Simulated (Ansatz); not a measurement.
One change: `OB(O)[O][GeH3]` becomes `OB(O)O[SiH3]`.

Ansatz, PBE0-D4/def2-TZVP geometries, multiplicity 1. Each molecule was computed in one conformer, which needn't be the lowest.

Scalar relativity is left out up to krypton.

```csv
property,`OB(O)[O][GeH3]`
size of the dipole moment (ωB97M-V/def2-TZVPP) / D,0.36
HOMO–LUMO gap (PBE0/def2-TZVPP) / eV,8.94
LUMO energy (PBE/def2-TZVPP) / eV,-0.68
HOMO–LUMO gap (B3LYP/def2-TZVPP) / eV,8.40
"ideal-gas entropy at 298 K and 1 bar (rigid rotor, harmonic PBE0-D4/def2-TZVP) / J/(mol·K)",350
HOMO energy (ωB97M-V/def2-TZVPP) / eV,-11.09
```

Problem. What does the change do to each property? (An estimate is asked.)

Solution. Ansatz gave: 
| property | `OB(O)O[SiH3]` | shift |
| --- | --- | --- |
| size of the dipole moment (ωB97M-V/def2-TZVPP) / D | 0.79 | 0.43 |
| HOMO–LUMO gap (PBE0/def2-TZVPP) / eV | 9.09 | 0.15 |
| LUMO energy (PBE/def2-TZVPP) / eV | -0.70 | -0.02 |
| HOMO–LUMO gap (B3LYP/def2-TZVPP) / eV | 8.59 | 0.19 |
| ideal-gas entropy at 298 K and 1 bar (rigid rotor, harmonic PBE0-D4/def2-TZVP) / J/(mol·K) | 340 | -10 |
| HOMO energy (ωB97M-V/def2-TZVPP) / eV | -11.26 | -0.17 |

Dipoles are sizes alone; their direction can turn.

B3LYP here is the variant with VWN-RPA as its local correlation; programs differ in this.
